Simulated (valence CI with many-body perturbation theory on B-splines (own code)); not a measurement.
## Tm XXXI in brief

Calculated by valence CI with perturbative core correlation (CI+MBPT): three valence electrons over a frozen Dirac-Fock core [Kr], a basis of 9 s, 9 p, 10 d, 8 f, 5 g, 3 h, 1 i functions for each j, with the one-electron correlation potential Σ1, the two-electron term Σ2, the three-electron term Σ3, Breit, model QED; selected CI, second order for the rest (own B-spline code, finite nucleus).

No measured spectrum was set against this ion. As an estimate, large intervals hold to a few tenths of a per cent, small ones and those within an open d or f shell to about a per cent. Only levels of the ground parity were solved; by the run's estimate the other parity begins above the list, which can be wrong where configurations are misplaced.

Levels are named by their leading jj configuration (3d3/2^4 stands for four electrons in 3d with j = 3/2), which in mixed levels can hold well under half, so a name can repeat and another be missing.

Rates and lifetimes use the calculated energies. Strong lines usually hold to 10 to 20 %, long lifetimes can be off by a factor of two.

Q: What is the ground level?

A: (4d3/2^3) J=3/2, composition 55 % 4d3 4F + 33 % 4d3 2D + 8 % 4d3 2P, g = 0.652.

Q: What is the ionisation energy?

A: 1158.6 eV; NIST lists 1157 ± 4 eV (theoretical).

Q: Name the longest-lived excited levels whose lifetime is computed, and their main decay.

A: (4d3/2^2 4d5/2) J=9/2 at 106790 cm⁻¹ lives 1.53 s, mostly by M1 to (4d3/2^2 4d5/2) J=7/2.

Q: How well does LS coupling describe the low levels?

A: Among the lowest 19 levels the leading LS term, summed over configurations, holds 59 % on average. For single configurations the figures are 59 % in LS and 92 % in jj coupling. Terms mix most in the J = 3/2 level at 95468 cm⁻¹, where the leading one holds 41 %.
